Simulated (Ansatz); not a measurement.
A run for Ansatz (a first-principles code): U-PBE/def2-TZVPP on CoTe, 2S+1 = 4, a spin state set in the input, which need not be the lowest, a point of a bond scan (R = 2.343 Å). Elements past Kr take the def2 small-core potentials; no spin–orbit coupling.

Ansatz 0.2 input:
```yaml
crystal:
  periodic: [false, false, false]
  atoms:
    - {symbol: Co, position_ang: [0.00000000, 0.00000000, 0.00000000]}
    - {symbol: Te, position_ang: [0.00000000, 0.00000000, 2.34308500]}
basis:
  gaussian:
    orbitals: def2-TZVPP
    pivot_positions_ang: [[0.00000000, 0.00000000, 0.00000000], [0.00000000, 0.00000000, 2.34308500]]
hamiltonian:
  xc: {name: PBE}
magnetization: {spin_polarized: true, initial_magnetization: 3}
output: {forces: true, orbitals: {seedname: ./end}}
```

Question: What total energy does the run end on?

Answer: -1650.5794 hartree.

Question: How many basis functions does it have, and what does it roughly cost on one machine?

Answer: 114 functions; about 13 core-seconds (a rough figure).
